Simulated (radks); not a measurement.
The numbers below are computed, except where a source is named.
Problem. Ionisation of Cs, [Xe] 6s1, to Cs+, [Xe], under several functionals. Dirac Kohn-Sham, spin-unpolarised, spherical densities, point nucleus; a radial shooting solver on a logarithmic mesh with Libxc functionals. Known Delta-SCF values: LDA (Slater exchange, Perdew-Wang correlation) 3.996 eV; revPBE 3.798 eV. What does PBEsol give, and what is its highest occupied eigenvalue?

Solution. 3.792 eV by Delta-SCF; the 6s1/2 eigenvalue is -2.084 eV. NIST: 3.894 eV (measured).

Beside tabulated values, note that spin-unpolarised runs miss the spin-polarisation part of the exchange energy of open shells.
